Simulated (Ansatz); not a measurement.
`C[SiH](Cl)[NH][AlH2]` + `CC` → `C[CH2][AlH2]` + `C[SiH](N)Cl`  (formal exchange of groups at the Al–N bond)

Gas-phase electronic energies from Ansatz, PBE0-D4/def2-TZVP geometries. CCSD(T)/CBS adds triple-zeta CCSD(T) − MP2 to the extrapolated MP2 energy (def2 sets, frozen cores). This one scheme is used for every species. DFT in def2-TZVPP. B3LYP here is the variant with VWN-RPA as its local correlation; programs differ in this. One conformer a species, not always the lowest.

`C[SiH](Cl)[NH][AlH2]`:

Cartesian coordinates in Å:
```
C -1.316 -0.250 -1.589
Si -0.699 0.366 0.049
Cl -2.278 0.181 1.384
N 0.680 -0.484 0.607
Al 2.153 0.164 1.383
H -2.203 0.306 -1.901
H -0.545 -0.134 -2.355
H -1.587 -1.307 -1.528
H -0.344 1.804 0.023
H 0.609 -1.493 0.548
H 3.245 -0.881 1.852
H 2.285 1.731 1.528
```

`CC`:

```xyz
8

C     0.465   -0.406    0.443
C    -0.465    0.406   -0.443
H    -0.049   -0.762    1.339
H     0.852   -1.282   -0.083
H     1.323    0.186    0.769
H     0.049    0.762   -1.339
H    -0.852    1.282    0.083
H    -1.323   -0.186   -0.770
```

`C[CH2][AlH2]`:

Z-matrix (Å, degrees):
```
C
C 1 1.528
H 1 1.093 2 111.7
H 1 1.094 2 112.2 3 120.4
H 1 1.093 2 111.7 3 -119.2
Al 2 1.958 1 116.9 3 59.6
H 2 1.099 1 110.4 3 -177.4
H 2 1.099 1 110.4 3 -63.2
H 6 1.592 2 121.0 1 -0.5
H 6 1.592 2 119.8 1 179.5
```

`C[SiH](N)Cl`:

```xyz
10

C    -0.267    1.302    0.469
Si    0.583   -0.256   -0.064
N    -0.509   -1.254   -0.913
Cl    1.363   -1.137    1.653
H     0.419    1.941    1.028
H    -0.632    1.854   -0.401
H    -1.117    1.075    1.118
H     1.753   -0.033   -0.943
H    -1.427   -1.432   -0.536
H    -0.166   -2.060   -1.411
```

(1) Is it downhill or uphill in electronic energy at CCSD(T)/CBS, and by how much? (An estimate is asked.)

(2) What do these levels give: PBE-D4, PBE0-D4, B3LYP-D4, ωB97X-V, ωB97M-V, PBE0, HF/def2-TZVPP, CCSD/def2-TZVPP, HF/def2-QZVPP, MP2/def2-QZVPP, MP2/CBS(def2), CCSD/CBS(def2)? (Best estimate.)

Largest T1 diagnostic among the species: 0.010.

## Answers

(1) Ansatz gave: Uphill: ΔE = +125.5 kJ/mol.

(2) The calculation gave: PBE-D4 116.6, PBE0-D4 118.8, B3LYP-D4 125.4, ωB97X-V 122.4, ωB97M-V 121.9, PBE0 117.2, HF/def2-TZVPP 130.3, CCSD/def2-TZVPP 127.4, HF/def2-QZVPP 130.9, MP2/def2-QZVPP 128.6, MP2/CBS(def2) 127.5, CCSD/CBS(def2) 125.4 kJ/mol.
